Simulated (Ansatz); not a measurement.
Consider the redistribution: `F[SiH](F)Br` + `C=C[SiH2]N[SiH](Cl)Cl` → `F[SiH](F)N[SiH](Cl)Cl` + `C=C[SiH2]Br`.

Gas-phase electronic energies from Ansatz, PBE0-D4/def2-TZVP geometries. CBS: MP2 limit from def2 TZ/QZ plus the TZ coupled-cluster correction, frozen cores. DFT in def2-TZVPP. B3LYP here is the variant with VWN-RPA as its local correlation; programs differ in this. For Br outer-core shells are correlated without core-valence functions, which leaves a few kJ/mol of doubt a bond. Scalar relativity is left out up to krypton. Each species was taken in one conformer, which may not be the lowest.

CCSD(T)/CBS gives -4.8 kcal/mol.

(1) Another level gave -5.0 kcal/mol. Which?
A. HF/def2-TZVPP
B. PBE-D4/def2-TZVPP
C. B3LYP/def2-TZVPP
D. SCS-MP2/def2-TZVPP

Largest T1 diagnostic among the species: 0.011.

Results:

(1) D. SCS-MP2/def2-TZVPP -5.0, B3LYP -6.0, HF/def2-TZVPP -7.6, PBE-D4 -3.9 kcal/mol.

The D4 term adds +1.7 kcal/mol with B3LYP and +1.1 kcal/mol with PBE0; it sums over pairs of atoms, weighted by their polarisabilities, and B3LYP, whose exchange is more repulsive, gets the larger term. In def2-TZVPP, CCSD(T) changes the Hartree–Fock value by +2.7 kcal/mol (the triples alone add +0.5 kcal/mol) and MP2 by +3.0 kcal/mol.
